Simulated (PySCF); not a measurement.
GeOF2, SMILES [Ge](=[O])([F])[F]. Coordinates come from a PBE-D3(BJ)/def2-SVP optimisation.

Calculation: PBE-D3(BJ)/def2-SVP (PySCF).

Harmonic wavenumbers (cm⁻¹): 203, 217, 244, 689, 722, 975. Rotational constants (GHz): 7.385, 5.806, 3.250; symmetry number 2.

Question: Work out the zero-point energy and the ideal-gas rigid-rotor harmonic-oscillator thermochemistry at 298.15 K and 1 atm.

Answer: ZPE = ½ Σ hcν = ½ × 3049 cm⁻¹ = 18.24 kJ/mol. H − E(el) = 33.00 kJ/mol. Entropy in J/(mol K): translation 169.12, rotation 99.87, vibration 27.49, total 296.49. G − E(el) = -55.39 kJ/mol. Cp = 64.51 J/(mol K).
